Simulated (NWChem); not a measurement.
Species: Ca

Program: NWChem. Pople sets run with spherical d functions. Static field.

```
level              basis functions  isotropic polarisability (bohr³)  anisotropy (bohr³)
-----------------  ---------------  --------------------------------  ------------------
B3LYP/6-31G*                    22                             149.6                 0.0
B3LYP/6-31+G*                   26                             150.1                 0.0
B3LYP/def2-SVP                  24                              95.2                 0.0
B3LYP/def2-SVPD                 27                             148.8                 0.0
B3LYP/def2-TZVP                 36                             152.5                 0.0
B3LYP/Sadlej pVTZ               40                             153.3                 0.0
B3LYP/def2-TZVPD                36                             152.5                 0.0
```
